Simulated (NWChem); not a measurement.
System: CH$_{7}$N$_{2}$Sc; SMILES [NH2][Sc]([NH2])[CH3]

Parts of the log:

```
             Northwest Computational Chemistry Package (NWChem) 7.3.0
             --------------------------------------------------------

 C1  symmetry detected

                             Geometry "geometry" -> ""
                             -------------------------

 Output coordinates in angstroms (scale by  1.889725989 to convert to a.u.)

  No.       Tag          Charge          X              Y              Z
 ---- ---------------- ---------- -------------- -------------- --------------
    1 Sc                  21.0000     0.00045821    -0.05222636    -0.00268725
    2 N                    7.0000    -1.73831815    -0.97747206     0.00149152
    3 H                    1.0000    -2.64812316    -0.51702200    -0.00307262
    4 H                    1.0000    -1.91489284    -1.98069288     0.00654277
    5 N                    7.0000     1.68391315    -1.07443216     0.00150055
    6 H                    1.0000     2.61832007    -0.66637001    -0.00291070
    7 H                    1.0000     1.80300086    -2.08607465     0.00642636
    8 C                    6.0000     0.05596565     2.16028153     0.00060317
    9 H                    1.0000     1.05151409     2.57266148    -0.24956952
   10 H                    1.0000    -0.21298546     2.57428318     0.99226941
   11 H                    1.0000    -0.66141482     2.60160884    -0.71781707

 Effective nuclear repulsion energy (a.u.)     195.9274944084

  pbe96 is a nonlocal functional; adding pw91lda local functional.

                                 NWChem DFT Module
                                 -----------------

 Summary of "ao basis" -> "ao basis" (spherical)
 ------------------------------------------------------------------------------
       Tag                 Description            Shells   Functions and Types
 ---------------- ------------------------------  ------  ---------------------
 Sc                        def2-tzvp                15       45   6s4p4d1f
 N                         def2-tzvp                11       31   5s3p2d1f
 H                         def2-tzvp                 4        6   3s1p
 C                         def2-tzvp                11       31   5s3p2d1f

            General Information
            -------------------
          SCF calculation type: DFT
          Wavefunction type:  closed shell.
          No. of atoms     :    11
          No. of electrons :    48
           Alpha electrons :    24
            Beta electrons :    24
          Charge           :     0
          Spin multiplicity:     1
          Use of symmetry is: off; symmetry adaption is: off
          Maximum number of iterations: 150
          AO basis - number of functions:   180
                     number of shells:    76
          Convergence on energy requested:  1.00D-06
          Convergence on density requested:  1.00D-05
          Convergence on gradient requested:  5.00D-04

              XC Information
              --------------
          PerdewBurkeErnzerhof Exchange Functional  1.000
            Perdew 1991 LDA Correlation Functional  1.000 local
           PerdewBurkeErnz. Correlation Functional  1.000 non-local

             Grid Information
             ----------------
          Grid used for XC integration:  medium
          Radial quadrature: Mura-Knowles
          Angular quadrature: Lebedev.
          Tag              B.-S. Rad. Rad. Pts. Rad. Cut. Ang. Pts.
          ---              ---------- --------- --------- ---------
          Sc                  1.60      112          10.0       590
          N                   0.65       49          12.0       434
          H                   0.35       45          13.0       434
          C                   0.70       49          12.0       434
          Grid pruning is: on
          Number of quadrature shells:   574
          Spatial weights used:  Erf1

      Superposition of Atomic Density Guess
      -------------------------------------

 Sum of atomic energies:        -909.52062045

      Non-variational initial energy
      ------------------------------

 Total energy =    -910.828926
 1-e energy   =   -1630.241840
 2-e energy   =     523.485420
 HOMO         =      -0.324228
 LUMO         =      -0.075830

------------------------------------------------------------
EAF file 0: "./job.aoints.0" size=343408640 bytes
------------------------------------------------------------
               write      read    awrite     aread      wait
               -----      ----    ------     -----      ----
     calls:      655         0         0         0         0
   data(b): 3.43e+08  0.00e+00  0.00e+00  0.00e+00
   time(s): 0.00e+00  0.00e+00  0.00e+00  0.00e+00  0.00e+00
rate(mb/s): 0.00e+00  0.00e+00
------------------------------------------------------------

     ---------------------------------------------
      Total Density - Mulliken Population Analysis
     ---------------------------------------------

    Atom       Charge   Shell Charges
 -----------   ------   -------------------------------------------------------
    1 Sc  21    19.03   2.00  2.00  1.18  0.80  0.34  0.06  5.99  4.77  1.25  0.12  0.09  0.23  0.13  0.03  0.04
    2 N    7     8.34   0.82  1.16  0.59  0.87  0.20  1.71  2.02  0.96  0.00  0.00  0.00
    3 H    1     0.67   0.22  0.34  0.08  0.04
    4 H    1     0.67   0.22  0.34  0.08  0.04
    5 N    7     8.33   0.82  1.16  0.59  0.87  0.20  1.71  2.02  0.96  0.00  0.00  0.00
    6 H    1     0.67   0.22  0.34  0.08  0.04
    7 H    1     0.67   0.22  0.34  0.08  0.04
    8 C    6     7.17   0.86  1.12  0.57  0.75  0.12  1.36  1.70  0.69  0.01  0.01  0.00
    9 H    1     0.81   0.23  0.43  0.13  0.02
   10 H    1     0.81   0.23  0.43  0.13  0.02
   11 H    1     0.81   0.23  0.43  0.13  0.02

[...]
```

Level: PBE/def2-TZVP. Coordinates come from a PBE0/def2-SVP optimisation. Not confirmed as a minimum by frequencies.

Q: Which NWChem input produces such a log?

A: One answer among several that fit: the input that was run:
```
start job
memory heap 200 mb stack 900 mb global 1100 mb
geometry units angstroms noautoz
  Sc     0.000822    -0.070785    -0.005192
  N     -1.727149    -1.016053    -0.000199
  H     -2.642212    -0.566153    -0.005670
  H     -1.892122    -2.021239     0.006218
  N      1.695974    -1.073464     0.000914
  H      2.625605    -0.654639    -0.003809
  H      1.826741    -2.083655     0.007301
  C      0.030761     2.142219    -0.005008
  H      1.021553     2.565722    -0.255481
  H     -0.243252     2.554481     0.985997
  H     -0.691456     2.574216    -0.724253
end
basis spherical
  * library def2-tzvp
end
dft
  xc xpbe96 cpbe96
  iterations 150
  semidirect filesize 400000000
  mulliken
end
task dft energy
```
